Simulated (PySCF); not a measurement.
## Correlation energy of Br²⁺ (bromine, charge +2)

[Ar] 3d10 4s2 4p3, high-spin 4S determinant. All numbers are calculated (PySCF 2.14, no relativity, point nucleus, in 6-31G* (5s4p3d, 32 functions)). Frozen: [Ar] 3d10; 5 electrons correlated.

MP2 pair energies summed by pair of shells (mhartree):

| pair | energy | share (%) |
| --- | --- | --- |
| 4s-4p | -38.84 | 66.5 |
| 4p-4p | -14.14 | 24.2 |
| 4s-4s | -5.39 | 9.2 |

Total MP2 correlation energy: -58.37 mhartree.

Same-spin part -15.08 and opposite-spin part -43.29 mhartree; SCS-MP2 scales them by 1/3 and 6/5 to -56.98 mhartree.

```tsv
level	correlation energy (mhartree)
CCSD	-73.61
(T)	-0.62
CCSD(T)	-74.23
```

Diagnostics: T1 = 0.00073, D1 = 0.0020, largest double amplitude 0.059.

Cost of the coupled-cluster step: 0.19 s of wall time on 1 thread of Neoverse-N1 (shared host), for 5 correlated electrons.

Iterations:

```
CC2 = 0
CCSD nocc = (np.int64(4), np.int64(1)), nmo = (18, 18)
frozen orbitals [[0, 1, 2, 3, 4, 5, 6, 7, 8, 9, 10, 11, 12, 13], [0, 1, 2, 3, 4, 5, 6, 7, 8, 9, 10, 11, 12, 13]]
max_cycle = 100
direct = 0
conv_tol = 1e-08
conv_tol_normt = 1e-06
diis_space = 8
diis_start_cycle = 0
Init t2, MP2 energy = -0.0583708442572591
Init E_corr(UCCSD) = -0.0583708443209671
cycle = 1  E_corr(UCCSD) = -0.070279070697344  dE = -0.0119082264  norm(t1,t2) = 0.0346193
cycle = 2  E_corr(UCCSD) = -0.0727731382320134  dE = -0.00249406753  norm(t1,t2) = 0.0090425
cycle = 3  E_corr(UCCSD) = -0.0736256117414396  dE = -0.000852473509  norm(t1,t2) = 0.00285771
cycle = 4  E_corr(UCCSD) = -0.0736118367501176  dE = 1.37749913e-05  norm(t1,t2) = 0.000259076
cycle = 5  E_corr(UCCSD) = -0.0736119801090945  dE = -1.43358977e-07  norm(t1,t2) = 2.04609e-05
cycle = 6  E_corr(UCCSD) = -0.0736117529787872  dE = 2.27130307e-07  norm(t1,t2) = 4.38281e-06
cycle = 7  E_corr(UCCSD) = -0.0736118860104991  dE = -1.33031712e-07  norm(t1,t2) = 3.7748e-07
cycle = 8  E_corr(UCCSD) = -0.0736118654270513  dE = 2.05834478e-08  norm(t1,t2) = 9.22753e-08
cycle = 9  E_corr(UCCSD) = -0.0736118606635303  dE = 4.76352102e-09  norm(t1,t2) = 3.58801e-08
UCCSD converged
E(UCCSD) = -2571.01907037283  E_corr = -0.07361186066353029
UCCSD(T) correction = -0.00062032540553755
```
